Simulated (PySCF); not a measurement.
Trend along group 15: MSb molecules

CCSD(T) with triple-zeta basis sets in PySCF, for the lowest determinant that a PBE0 search found; no spin–orbit coupling. De refers to high-spin ground-configuration atoms.

```tsv
M	basis	reference, frozen orbitals	state (unpaired electrons)	Re (Å)	ωe (cm⁻¹)	De (eV)
N	def2-TZVPPD	RHF, 5	singlet (closed shell)	1.840	872	3.41
P	x2c-TZVPPall	RHF, 23	singlet (closed shell)	2.217	502	3.30
Sb	def2-TZVPPD	RHF, 8	singlet (closed shell)	2.500	273	2.69
```

The shortest bond is that of SbN (1.840 Å), the longest that of Sb2 (2.500 Å).

The rows differ in basis set, which adds steps of its own.

Down a group the atoms grow and get heavier, so bonds lengthen and wavenumbers fall; this series shows no clear exception.

Correlated steps freeze the inner cores (5 to 23 orbitals); shallow outer-core shells are correlated. Spin–orbit coupling is left out, which matters for elements this heavy, above all for dissociation energies. Where the molecule has an RHF reference, its open-shell atoms are computed with UHF. The CCSD T1 diagnostic is raised in SbN, a sign that a single reference may not be enough there.
